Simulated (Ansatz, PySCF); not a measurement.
Ways to break one bond of COB(Cl)Cl:

A. COB(Cl)Cl -> [O]B(Cl)Cl + [CH3] (CH3)
B. COB(Cl)Cl [dichloro(methoxy)borane] → CO[B]Cl + Cl atom
C. COB(Cl)Cl [dichloro(methoxy)borane] -> Cl[B]Cl + C[O]
D. COB(Cl)Cl -> [CH2]OB(Cl)Cl + H atom

Quantity: bond dissociation energy (enthalpy at 298 K, with B3LYP-D3(BJ) rigid-rotor harmonic-oscillator terms), kcal/mol. Each molecule is optimised on its own at B3LYP-D3(BJ)/def2-TZVP (Ansatz, a first-principles code), one conformer each, not searched for the lowest. Frequencies are from Ansatz or PySCF. Valence correlation only, unless marked. UHF or UKS for open shells. No spin-orbit coupling. Non-relativistic. CBS marks a two-point X^-3 extrapolation of the correlation energy; Hartree-Fock from the larger set. The bracket is a focal-point correction in the basis named.

```csv
,PBE0/STO-3G (Ansatz),CAM-B3LYP-D3(BJ)/def2-TZVPD (Ansatz + dftd3),B2GP-PLYP/def2-TZVPD (Ansatz),"RI-MP2/CBS(cc-pV(T+d)Z,cc-pV(Q+d)Z)+[CCSD(T)-MP2]/cc-pV(T+d)Z (Ansatz)"
A,100.4,88.2,89.4,?
B,132.0,117.3,118.4,?
C,153.7,132.1,133.6,?
D,121.5,96.7,96.5,?
```

Q: Fill in the missing entries.

A: 
- A, RI-MP2/CBS(cc-pV(T+d)Z,cc-pV(Q+d)Z)+[CCSD(T)-MP2]/cc-pV(T+d)Z (Ansatz): 92.6
- B, RI-MP2/CBS(cc-pV(T+d)Z,cc-pV(Q+d)Z)+[CCSD(T)-MP2]/cc-pV(T+d)Z (Ansatz): 121.8
- C, RI-MP2/CBS(cc-pV(T+d)Z,cc-pV(Q+d)Z)+[CCSD(T)-MP2]/cc-pV(T+d)Z (Ansatz): 137.7
- D, RI-MP2/CBS(cc-pV(T+d)Z,cc-pV(Q+d)Z)+[CCSD(T)-MP2]/cc-pV(T+d)Z (Ansatz): 100.1
